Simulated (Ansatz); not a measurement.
`BN[SiH2]F` + `[CH3][SnH2][CH2][AlH2]` → `B[CH2][SnH2][CH3]` + `F[SiH2][NH][AlH2]`  (redistribution)

Isolated molecules relaxed with PBE0-D4/def2-TZVP in Ansatz; ΔE leaves out vibrations. CBS: MP2 limit from def2 TZ/QZ plus the TZ coupled-cluster correction, frozen cores. DFT in def2-TZVPP. B3LYP here is the variant with VWN-RPA as its local correlation; programs differ in this. Elements past krypton have def2 core potentials. For Sn outer-core shells are correlated without core-valence functions, which leaves a few kJ/mol of doubt a bond. Each species was taken in one conformer, which may not be the lowest.

```csv
level,ΔE (kcal/mol),difference from CCSD(T)/CBS
PBE-D4,1.2,0.5
r2SCAN-D4,0.3,-0.4
PBE0-D4,1.3,0.6
B3LYP-D4,1.0,0.3
ωB97X-V,1.3,0.6
ωB97M-V,1.0,0.3
B2PLYP,0.8,0.1
PBE,1.3,0.6
r2SCAN,0.3,-0.4
PBE0,1.4,0.7
B3LYP,1.1,0.4
HF/def2-TZVPP,1.8,1.1
MP2/def2-TZVPP,0.1,-0.6
SCS-MP2/def2-TZVPP,0.4,-0.3
CCSD/def2-TZVPP,0.8,0.1
CCSD(T)/def2-TZVPP,0.7,0.0
HF/def2-QZVPP,1.6,0.9
MP2/def2-QZVPP,0.1,-0.6
SCS-MP2/def2-QZVPP,0.4,-0.3
HF/CBS(def2),1.6,0.9
MP2/CBS(def2),0.1,-0.6
CCSD/CBS(def2),0.8,0.1
CCSD(T)/CBS,0.7,0
```

Largest T1 diagnostic among the species: 0.012.

In def2-TZVPP, CCSD(T) changes the Hartree–Fock value by −1.1 kcal/mol (the triples alone add −0.1 kcal/mol) and MP2 by −1.6 kcal/mol.
